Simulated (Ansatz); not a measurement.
The O3–H4 bond of BeH2O (SMILES [BeH][OH]) is stretched (multiplicity 1, the rest rigid).
Geometry at rest (charge 0, multiplicity 1):
```xyz
4

Be    -0.78408    -0.35296     0.02982
H     -1.99530    -0.89493     0.07985
O      0.51114     0.18522    -0.07360
H      1.04250     0.82503     0.38969
```

Cores are frozen in the correlated methods.

Run with Ansatz (a first-principles code). Values without a source in brackets are computed.

FIC-MRCISD+Q on CASSCF(4,3)/aug-cc-pVTZ, total energies (hartree):

```tsv
R (Å)	CASSCF	MRCISD	weight c² of the reference
0.952	-90.773140	-91.052064	0.93065
1.666	-90.640154	-90.907221	0.92753
3.046	-90.597743	-90.847908	0.93402
```

### Question
Add the Davidson correction (E_MRCISD − E_CASSCF)(1 − c²)/c² and give the energies above the first point at the three levels.

### Answer

Corrections (hartree): -0.020783, -0.020867, -0.017673. Above the first point (kcal/mol):
- R = 1.666 Å: CASSCF 83.4, MRCISD 90.9, with the correction 90.8
- R = 3.046 Å: CASSCF 110.1, MRCISD 128.1, with the correction 130.1

Doubts at one or more of the structures used: active orbitals that take no part (FIC-MRCISD+Q on CASSCF(4,3)/aug-cc-pVTZ).
